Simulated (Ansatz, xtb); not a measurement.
C6H9NSi: which of two isomers lies lower

We compare a, `C=Cc1ccn([SiH3])c1`, a singlet, with b, `C=Cc1cc[nH]c1[SiH3]`, a singlet. Both are isolated molecules in the gas phase, relaxed with B3LYP-D3(BJ)/def2-SVP, each in the lowest conformer that the search found.

Quicker runs give these differences E(b) − E(a): GFN2-xTB +0.843 eV; HF/STO-3G +0.622 eV (at GFN2-xTB geometries); r2SCAN-D4/def2-SVP +0.223 eV (at GFN2-xTB geometries).

Task: Estimate E(b) − E(a) at the level CCSD(T)/def2-SVP + ΔMP2/def2-TZVPP.

Result: Calculated at CCSD(T)/def2-SVP + ΔMP2/def2-TZVPP: E(b) − E(a) = +0.411 eV, so structure a lies lower.

Level by level:

| level | geometry | E(b) − E(a) (eV) | departure from the last row (eV) | job, with rough time for the two |
| --- | --- | --- | --- | --- |
| GFN2-xTB | GFN2-xTB | +0.843 | +0.431 | optimisation, 0.15 s |
| HF/STO-3G | GFN2-xTB | +0.622 | +0.211 | single point, 0.68 s |
| r2SCAN-D4/def2-SVP | GFN2-xTB | +0.223 | −0.188 | single point, 8.4 s |
| B3LYP-D3(BJ)/def2-SVP | B3LYP-D3(BJ)/def2-SVP | +0.286 | −0.125 | optimisation, 2 min |
| HF/def2-SVP | B3LYP-D3(BJ)/def2-SVP | +0.442 | +0.031 | part of the CCSD(T) run |
| MP2/def2-SVP | B3LYP-D3(BJ)/def2-SVP | +0.330 | −0.081 | part of the CCSD(T) run |
| CCSD(T)/def2-SVP | B3LYP-D3(BJ)/def2-SVP | +0.350 | −0.061 | single point |
| CCSD(T)/def2-SVP + ΔMP2/def2-TZVPP | B3LYP-D3(BJ)/def2-SVP | +0.411 |  | single point, 4.1 min |

As drawn, b has 1 C–Si, 1 N–H in place of 1 N–Si, 1 C–H.

None of the levels shown reverses the order. The largest departure from CCSD(T)/def2-SVP + ΔMP2/def2-TZVPP is that of GFN2-xTB, 0.431 eV. The last row adds to CCSD(T) the change of the MP2 difference between the two basis sets, here +0.061 eV.

With thermal terms from frequencies at re-optimised GFN2-xTB minima (ideal gas, soft modes damped towards free rotors, one conformer each, 298.15 K, 1 atm): on the last row, ΔE + ΔZPE = +0.415, ΔH = +0.414, ΔG = +0.417 eV.

The correlated steps freeze 12 core orbitals. Programs: Ansatz 0.2.0, xtb 6.7.1; the last row on 2 threads of Arm Neoverse V2 on a shared host.
